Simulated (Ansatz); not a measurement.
Saddle point of ZnNH4Cl, singlet (ZnNH₂Cl ([NH2][Zn][Cl]) + H₂ → ZnHCl ([Cl][ZnH]) + NH₃ (still joined by a long Zn–N bond); bonds formed: Zn1–H5, N2–H4; bonds broken: H4–H5; bonds weakened to dative contacts: Zn1–N2), PBE0-D4/def2-TZVP structure:

```json
{"atom": "Zn1", "x (Å)": "-0.7977", "y (Å)": "0.1824", "z (Å)": "-0.5844"}
{"atom": "N2", "x (Å)": "0.8971", "y (Å)": "-0.4098", "z (Å)": "0.2040"}
{"atom": "Cl3", "x (Å)": "-2.2864", "y (Å)": "0.3356", "z (Å)": "-2.0785"}
{"atom": "H4", "x (Å)": "0.1115", "y (Å)": "0.4005", "z (Å)": "1.0323"}
{"atom": "H5", "x (Å)": "-0.7259", "y (Å)": "0.9338", "z (Å)": "1.1675"}
{"atom": "H6", "x (Å)": "1.7705", "y (Å)": "-0.0524", "z (Å)": "-0.1676"}
{"atom": "H7", "x (Å)": "1.0312", "y (Å)": "-1.3901", "z (Å)": "0.4267"}
```

Energies are electronic, without zero-point energy. Barriers and step energies count from the start structure reached by relaxing down the imaginary mode; all methods use the PBE0-D4 structures, on which another method's saddle can fall below an end. Computed with Ansatz 0.2.0 (basis: def2-TZVPP, with def2-QZVPP for the basis limit); correlated methods freeze the cores. The 3s and 3p shells of Cu and Zn are frozen; filled d shells are correlated. B3LYP uses VWN-RPA correlation. Extrapolation: Hartree–Fock as exp(−7.88 √X), correlation as X^−2.97.

```csv
method,barrier (kJ/mol),step energy (kJ/mol)
SPW92,59.5,-95.7
PBE-D4,86.6,-78.4
BLYP-D4,100.6,-72.1
r2SCAN-D4,?,-84.5
B97M-V,93.3,-94.0
PBE0-D4,90.6,-87.8
B3LYP-D4,?,-81.1
r2SCAN0-D4,94.4,-90.9
BHLYP-D4,107.1,-91.7
CAM-B3LYP-D4,103.0,-86.3
wB97X-V,105.8,-85.0
wB97M-V,104.8,-86.4
B2PLYP,?,-77.4
PBE-QIDH,100.0,-86.4
RPA on PBE,110.1,-75.4
HF,127.7,-96.9
MP2,113.6,-71.8
CCSD,111.5,-83.7
CCSD(T),107.7,-80.7
```

Task: Fill in the withheld barriers. (An estimate is asked for; the value comes from the calculation.)

Result: The calculation gives: r2SCAN-D4 92.0; B3LYP-D4 102.2; B2PLYP 108.3 kJ/mol. Each is the energy of the saddle less that of the start structure, by the same method.

For comparison, the barrier by CCSD(T) at an estimated basis limit (MP2 extrapolated from triple and quadruple zeta, plus CCSD(T) − MP2 in triple zeta) is 110.8 kJ/mol.

The T1 diagnostic stays at or below 0.014. The end structure is not quite a true minimum (one mode of 46i cm⁻¹).

Labels in which every atom is bracketed show which atoms are joined, not bond orders.

For scale, one of the runs: CCSD(T)/def2-TZVPP, 193 basis functions, launched by `ansatz run in.yaml --threads 4 --pin off --events-out ev --progress --plain --max-ram 9574MiB`. The run took 23 s on 4 CPU threads of an Intel Xeon Platinum 8488C (shared host), with 2.1 GiB of host memory at its peak.
